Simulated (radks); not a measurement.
Q: The mean radii <r> (bohr) of the occupied orbitals of an atom or ion are listed with their occupations. Method: scalar-relativistic Kohn-Sham, LB94 model potential, spin-polarised, spherical densities, finite nucleus; Fermi nuclear charge, rms radius of each element as measured or else 0.836 A^(1/3) + 0.57 fm; computed with a radial shooting solver on a logarithmic mesh with Libxc functionals.

| orbital | occ. | <r> |
|---|---|---|
| 1s up | 1 | 0.01657 |
| 1s down | 1 | 0.01657 |
| 2s up | 1 | 0.06971 |
| 2s down | 1 | 0.06972 |
| 2p up | 3 | 0.06304 |
| 2p down | 3 | 0.06304 |
| 3s up | 1 | 0.1778 |
| 3s down | 1 | 0.1779 |
| 3p up | 3 | 0.1783 |
| 3p down | 3 | 0.1784 |
| 3d up | 5 | 0.1606 |
| 3d down | 5 | 0.1607 |
| 4s up | 1 | 0.3535 |
| 4s down | 1 | 0.3526 |
| 4p up | 2 | 0.3637 |

Name the element and its charge. Open shells, if any, are filled with parallel spins first.

A: Z = 80, mercury, charge +48: Hg48+ in [Ar] 3d10 4s2 4p2. The 1s radius gives Z: for a bare nucleus <r> = (2 gamma + 1)/(2Z) with gamma = sqrt(1 - (Z/c)^2), 0.0164 bohr for Z = 80, and screening makes it slightly larger (0.01657 here). The occupations add up to 32, and the charge is Z minus that.
